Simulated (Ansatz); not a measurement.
The same ligand exchange along the group B, Al, Ga.

Calculated with Ansatz (gas phase, PBE0-D4/def2-TZVP geometries, no zero-point term in ΔE). CCSD(T)/CBS is the MP2 limit (def2-TZVPP, def2-QZVPP) plus CCSD(T) − MP2 in def2-TZVPP, frozen cores. This one scheme is used for every species. Functionals use def2-TZVPP. For Br, Ga outer-core shells are correlated without core-valence functions, which leaves a few kJ/mol of doubt a bond. Scalar relativity is left out up to krypton. Each species was taken in one conformer, which may not be the lowest.

```
                                                reaction  LDA (SPW92) (eV)  CCSD(T)/CBS(def2) (eV)
                    `NB(Cl)Br` + HBr → `ClB(Br)Br` + NH₃              0.70                    0.59
`[NH2][Al]([Cl])[Br]` + HBr → `[Cl][Al]([Br])[Br]` + NH₃             -0.53                   -0.64
`[NH2][Ga]([Cl])[Br]` + HBr → `[Cl][Ga]([Br])[Br]` + NH₃             -0.71                   -0.77
```

Largest T1 diagnostic: 0.010, for `[NH2][Ga]([Cl])[Br]`.
